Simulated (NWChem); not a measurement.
The numbers come from NWChem runs, not from measurements. System: H$_{3}$Ga, charge 1, spin multiplicity 2, at the geometry of a parent with another charge or spin, in a state set for the comparison that need not be this species' ground state. Its SCF solution wasn't tested for a lower state. Level: B3LYP/x2c-SVPall-2c, spin-orbit ZORA, VWN1-RPA local correlation.

Output (cleaned and shortened):

```
             Northwest Computational Chemistry Package (NWChem) 7.3.0
             --------------------------------------------------------

                                NWChem Input Module
                                -------------------

 Scaling coordinates for geometry "geometry" by  1.889725989
 (inverse scale =  0.529177249)

                             Geometry "geometry" -> ""
                             -------------------------

 Output coordinates in angstroms (scale by  1.889725989 to convert to a.u.)

  No.       Tag          Charge          X              Y              Z
 ---- ---------------- ---------- -------------- -------------- --------------
    1 Ga                  31.0000     0.00000000     0.00000000     0.00000100
    2 H                    1.0000     0.00000000     0.00000000     1.58065900
    3 H                    1.0000     1.36887700     0.00000000    -0.79034800
    4 H                    1.0000    -1.36887700     0.00000000    -0.79034800

 Effective nuclear repulsion energy (a.u.)      31.7146861136

            Nuclear Dipole moment (a.u.)
            ----------------------------
        X                 Y               Z
 ---------------- ---------------- ----------------
     0.0000000000     0.0000000000    -0.0000113384


 Summary of "ao basis" -> "" (spherical)
 ------------------------------------------------------------------------------
       Tag                 Description            Shells   Functions and Types
 ---------------- ------------------------------  ------  ---------------------
 *                       x2c-svpall-2c                on all atoms

                                 NWChem DFT Module
                                 -----------------

 Summary of "ao basis" -> "ao basis" (spherical)
 ------------------------------------------------------------------------------
       Tag                 Description            Shells   Functions and Types
 ---------------- ------------------------------  ------  ---------------------
 Ga                      x2c-svpall-2c              14       38   5s6p3d
 H                       x2c-svpall-2c               3        5   2s1p

 Summary of "ao basis" -> "ao basis" (spherical)
 ------------------------------------------------------------------------------
       Tag                 Description            Shells   Functions and Types
 ---------------- ------------------------------  ------  ---------------------
 Ga                      x2c-svpall-2c              14       38   5s6p3d
 H                       x2c-svpall-2c               3        5   2s1p

            General Information
            -------------------
          SCF calculation type: DFT
          Wavefunction type:  spin polarized.
          No. of atoms     :     4
          No. of electrons :    33
           Alpha electrons :    17
            Beta electrons :    16
          Charge           :     1
          Spin multiplicity:     2
          Use of symmetry is: off; symmetry adaption is: off
          Maximum number of iterations: 100
          AO basis - number of functions:    53
                     number of shells:    23
          Convergence on energy requested:  1.00D-06
          Convergence on density requested:  1.00D-05
          Convergence on gradient requested:  5.00D-04

              XC Information
              --------------
                         B3LYP Method XC Potential
                     Hartree-Fock (Exact) Exchange  0.200
                        Slater Exchange Functional  0.800 local
                    Becke 1988 Exchange Functional  0.720 non-local
              Lee-Yang-Parr Correlation Functional  0.810
                  VWN I RPA Correlation Functional  0.190 local

             Grid Information
             ----------------
          Grid used for XC integration:  fine
          Radial quadrature: Mura-Knowles
          Angular quadrature: Lebedev.
          Tag              B.-S. Rad. Rad. Pts. Rad. Cut. Ang. Pts.
          ---              ---------- --------- --------- ---------
          Ga                  1.30      140           7.0       974
          H                   0.35       60           9.0       590
[...]
                                                     2.35D-04  1.31D-07
 d= 0,ls=0.0,diis    25  -1953.6532455509  9.49D-07  2.80D-05  1.27D-08    26.0
                                                     5.42D-05  1.27D-08
 d= 0,ls=0.0,diis    26  -1953.6532454947  5.62D-08  1.40D-05  1.15D-08    26.8
                                                     1.79D-05  1.15D-08
 d= 0,ls=0.0,diis    27  -1953.6532454908  3.87D-09  4.70D-06  1.17D-08    27.6
                                                     1.08D-05  1.17D-08
 d= 0,ls=0.0,diis    28  -1953.6532454948 -3.96D-09  1.07D-06  1.77D-10    28.3
                                                     1.91D-06  1.77D-10
  zoraso: enough mem for repl

      Total SO-DFT energy =    -1953.653245494705
      One electron energy =    -2770.579219051208
           Coulomb energy =      862.172527779804
    Exchange-Corr. energy =      -76.961240336884
 Nuclear repulsion energy =       31.714686113582

       Scaling correction =       10.594595056143

 Numeric. integr. density =       33.000001146710

     Total iterative time =     24.2s

                       DFT Final Molecular Orbital Analysis
                       ------------------------------------

 Vector   31  Occ=1.000000D+00  E=-6.402556D-01
              MO Center=  3.7D-01, -1.7D-09,  1.8D-01, r^2= 2.5D+00
  Bfn.         Coefficient        Function           Bfn.         Coefficient        Function
  ----     -------------------  ------------         ----     -------------------  ------------
    39    -0.412155  -0.000000  2 H  s                 44     0.328397  -0.000000  3 H  s
    17    -0.292805  -0.000000  1 Ga pz                 4     0.218303   0.000000  1 Ga s
    40    -0.194501  -0.000000  2 H  s                 11     0.160450   0.000000  1 Ga pz
    45     0.134919  -0.000000  3 H  s                 49     0.121881   0.000000  4 H  s
     3    -0.114684  -0.000000  1 Ga s                 26     0.100512   0.000000  1 Ga d  0

 Vector   32  Occ=1.000000D+00  E=-5.787337D-01
              MO Center= -3.7D-01,  2.8D-09, -4.7D-01, r^2= 2.2D+00
  Bfn.         Coefficient        Function           Bfn.         Coefficient        Function
  ----     -------------------  ------------         ----     -------------------  ------------
    49    -0.371516   0.000000  4 H  s                 15     0.321919  -0.000000  1 Ga px
    44     0.285275  -0.000000  3 H  s                 50    -0.171486   0.000000  4 H  s
     9    -0.169339   0.000000  1 Ga px                45     0.149345  -0.000000  3 H  s
     4    -0.144353   0.000000  1 Ga s                 18     0.114354  -0.000000  1 Ga px
    39     0.100756  -0.000000  2 H  s                 70    -0.097737   0.000000  1 Ga pz

 Vector   33  Occ=1.000000D+00  E=-5.616364D-01
              MO Center= -1.8D-03, -4.6D-10, -1.1D-03, r^2= 6.9D-03
  Bfn.         Coefficient        Function           Bfn.         Coefficient        Function
  ----     -------------------  ------------         ----     -------------------  ------------
   102     0.373650  -0.000001  4 H  s                 68    -0.356576   0.000000  1 Ga px
    97    -0.290861   0.000000  3 H  s                 62     0.186233  -0.000000  1 Ga px
   103     0.185892  -0.000000  4 H  s                 98    -0.150038   0.000000  3 H  s
    71    -0.138223   0.000000  1 Ga px                80     0.091595  -0.000000  1 Ga d  1
    59    -0.075552   0.000000  1 Ga px                70    -0.064379   0.000000  1 Ga pz

 Vector   34  Occ=0.000000D+00  E=-5.144442D-01
              MO Center= -2.2D-02,  1.1D-10, -3.4D-02, r^2= 1.8D-01
  Bfn.         Coefficient        Function           Bfn.         Coefficient        Function
  ----     -------------------  ------------         ----     -------------------  ------------
    92    -0.356219   0.000000  2 H  s                 70    -0.323055   0.000000  1 Ga pz
    97     0.253794   0.000000  3 H  s                 93    -0.209492   0.000000  2 H  s
    64     0.174561  -0.000000  1 Ga pz                98     0.141733   0.000000  3 H  s
   102     0.131793  -0.000000  4 H  s                 73    -0.123476   0.000000  1 Ga pz
    49     0.098602   0.000000  4 H  s                 79     0.089992  -0.000000  1 Ga d  0

 Vector   35  Occ=0.000000D+00  E=-3.203903D-01
              MO Center=  3.3D-05, -3.0D-08, -9.5D-05, r^2= 4.8D-04
  Bfn.         Coefficient        Function           Bfn.         Coefficient        Function
  ----     -------------------  ------------         ----     -------------------  ------------
    19    -0.000008  -0.585117  1 Ga py                16    -0.000007  -0.551364  1 Ga py
    10     0.000003   0.254127  1 Ga py                 7    -0.000001  -0.097665  1 Ga py
    42    -0.000000  -0.026176  2 H  py

 Vector   36  Occ=0.000000D+00  E=-3.187975D-01
              MO Center= -2.1D-06, -7.5D-10,  1.5D-04, r^2= 4.6D-04
  Bfn.         Coefficient        Function           Bfn.         Coefficient        Function
  ----     -------------------  ------------         ----     -------------------  ------------
    72    -0.000000   0.586027  1 Ga py                69    -0.000000   0.552290  1 Ga py
    63     0.000000  -0.254373  1 Ga py                60    -0.000000   0.097825  1 Ga py

   alpha - beta orbital overlaps
   -----------------------------

   alpha      1      2      3      4      5      6      7      8      9     10
    beta      1      2      3      4      4      6      7      8      9     10
 overlap   1.130  1.344  1.353  0.542  0.029  0.609  0.604  0.605  1.155  1.126

   alpha     11     12     13     14     15     16     17     18     19     20
    beta     11      6      7      8     49     10     49     49     10     49
 overlap   1.128  0.215  0.215  0.215  0.118  0.020  0.025  0.042  0.004  0.010

   alpha     21     22     23     24     25     26     27     28     29     30
    beta      9     10     11     24     25     26     27     28     24     25
 overlap   0.015  0.012  0.013  0.704  0.702  0.694  0.702  0.699  0.242  0.243

   alpha     31     32     33     34     35     36     37     38     39     40
    beta     26     27     28     24     25     26     27     28      4      4
 overlap   0.241  0.242  0.242  0.038  0.038  0.036  0.037  0.036  0.183  0.035

   alpha     41     42     43     44     45     46     47     48     49     50
    beta     27     25      4      4     15      4     24      4     49     49
 overlap   0.005  0.004  0.015  0.153  0.057  0.011  0.003  0.005  0.160  0.069

   alpha     51     52     53
    beta      4     24      4
 overlap   0.010  0.002  0.005

     --------------------------
     Expectation value of S2:
     --------------------------
      <S2> =      0.7626 (Exact =     0.7500)

     Multipole analysis of the density
     ---------------------------------

     L   x y z        total         alpha         beta         nuclear
     -   - - -        -----         -----         ----         -------
     0   0 0 0      1.000000    -16.934320    -16.065680     34.000000

     1   1 0 0      0.184605     -0.172987      0.357592      0.000000
     1   0 1 0      0.000000      0.000000      0.000000      0.000000
     1   0 0 1      0.429082     -0.303746      0.732839     -0.000011

     2   2 0 0    -11.055828    -13.078084    -11.360837     13.383094
     2   1 1 0      0.000000      0.000000      0.000000      0.000000
     2   1 0 1     -0.475269      0.301862     -0.777132      0.000000
     2   0 2 0     -9.993928     -5.298057     -4.695871      0.000000
     2   0 1 1     -0.000000     -0.000000     -0.000000      0.000000
     2   0 0 2     -8.605879    -14.164929     -7.824524     13.383573

 Task  times  cpu:       29.1s     wall:       29.1s

 Total times  cpu:       29.2s     wall:       29.2s
```

Question: Write an NWChem input that would produce this output.

Answer: One answer among several that fit: 
```
start mol
memory heap 200 mb stack 900 mb global 1100 mb
charge 1
geometry units angstroms nocenter noautoz noautosym
  Ga     0.000000     0.000000     0.000001
  H      0.000000     0.000000     1.580659
  H      1.368877     0.000000    -0.790348
  H     -1.368877     0.000000    -0.790348
end
basis spherical
  * library x2c-svpall-2c
end
relativistic
  zora on
end
dft
  xc b3lyp
  odft
  mult 2
  semidirect memsize 60000000 filesize 0
  iterations 100
  grid fine
end
task sodft energy
```
